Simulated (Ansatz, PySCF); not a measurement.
System: hydrogen bromide, HBr, charge 0, multiplicity 1. 
Coordinates optimised at B3LYP-D3(BJ)/def2-TZVP (Ansatz, a first-principles code):
SMILES: Br
```xyz
2

Br     0.0000     0.0000    -0.0396
H      0.0000     0.0000     1.3852
```
Charge 0, spin multiplicity 1.

Total electronic energies in hartree. Valence correlation only, unless marked. Spin-orbit coupling is left out. The frozen core is the preceding noble-gas configuration, with the filled d and f shells of earlier blocks. Non-relativistic. FCI takes restricted orbitals. CBS marks a two-point X^-3 extrapolation of the correlation energy; Hartree-Fock from the larger set (for Q and 5 zeta extrapolated as (X+1)exp(-9√X)). [CCSD(T)-MP2]/basis is that difference in the basis named.

```tsv
level	program	energy (Eh)
HF/def2-QZVPPD	Ansatz	-2573.05140
PBE-D3(BJ)/def2-TZVPD	Ansatz + dftd3	-2574.36932
BP86/def2-TZVPD	PySCF	-2575.03464
PBE0/def2-SVP	Ansatz	-2574.14451
PBE0/def2-TZVPD	Ansatz	-2574.45907
PBE0/def2-TZVPD	PySCF	-2574.45910
BHLYP-D3(BJ)/def2-TZVPD	Ansatz + dftd3	-2574.74932
LC-wPBE-D3(BJ)/def2-TZVPD	Ansatz + dftd3	-2574.40697
LC-wPBE-D4/def2-TZVPD	Ansatz + dftd4	-2574.40691
B2GP-PLYP-D4/def2-TZVPD	Ansatz + dftd4	-2574.19161
B2PLYP/def2-TZVPD	Ansatz	___
RI-MP2/aug-cc-pVQZ	Ansatz	-2573.24569
SCS-MP2/6-31G*	Ansatz	-2572.80155
SCS-MP2/aug-cc-pVQZ	Ansatz	-2573.24885
CCSD(T)/aug-cc-pVDZ	Ansatz	-2573.12687
CCSD(T)/cc-pVDZ	Ansatz	-2573.11320
CCSD(T)/aug-cc-pVTZ	Ansatz	-2573.25249
CCSD(T)/cc-pVTZ	Ansatz	-2573.24727
CCSD(T)/aug-cc-pVQZ	Ansatz	-2573.27127
CCSD(T)/def2-QZVPPD	Ansatz	-2573.27001
FCI/6-31G	Ansatz	___
RI-MP2/CBS(def2-TZVPP,def2-QZVPP)+[CCSD(T)-MP2]/def2-QZVPP	Ansatz	-2573.2826
CCSD(T)/CBS(cc-pVQZ,cc-pV5Z)	Ansatz	-2573.2826
```

Question: Fill in the missing entries.

Answer: 
- B2PLYP/def2-TZVPD, energy (Eh): -2574.33830
- FCI/6-31G, energy (Eh): -2572.68048
